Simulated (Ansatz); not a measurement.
[TcS4]- (TcS₄⁻). The state is a triplet with charge -1. Geometry PBE0-D4/def2-SVPD, that of the charge -1 singlet; atoms count from 1.

```xyz
5

Tc    0.0000    0.0000    0.0000
S    -1.9643    0.1263    0.7930
S     1.2444    1.4241    0.9626
S    -0.0514    0.3992   -2.0836
S     0.7713   -1.9496    0.3279
```

In the def2 sets Tc takes a core potential; there is no spin–orbit coupling. At PBE0-D4/def2-TZVPD a singlet of charge -1 lies 1.27 eV below the triplet at the same geometry.

(1) Estimate the Mulliken populations from the PBE0/def2-TZVPD orbitals of Ansatz.

(2) Where does the spin sit?

(3) And the Mayer bond orders between heavy atoms (over 0.3)?

Results:

(1) 
```json
{"atom": "Tc1", "charge (e)": "0.46", "spin (α − β)": "0.32", "d electrons": "5.24"}
{"atom": "S2", "charge (e)": "-0.34", "spin (α − β)": "0.58", "d electrons": "–"}
{"atom": "S3", "charge (e)": "-0.34", "spin (α − β)": "0.58", "d electrons": "–"}
{"atom": "S4", "charge (e)": "-0.40", "spin (α − β)": "0.26", "d electrons": "–"}
{"atom": "S5", "charge (e)": "-0.40", "spin (α − β)": "0.26", "d electrons": "–"}
```
Mulliken values depend strongly on the basis. With diffuse functions, as here, like atoms can get unlike values, and bond orders can come out too low or too high.

(2) Summed by element: Tc 0.32, S 1.68, of 2 unpaired in all. Largest on single atoms: S2 0.58, S3 0.58, Tc1 0.32.

(3) Tc1–S2 1.57 (2.12 Å); Tc1–S3 1.57 (2.12 Å); Tc1–S4 1.78 (2.12 Å); Tc1–S5 1.78 (2.12 Å).
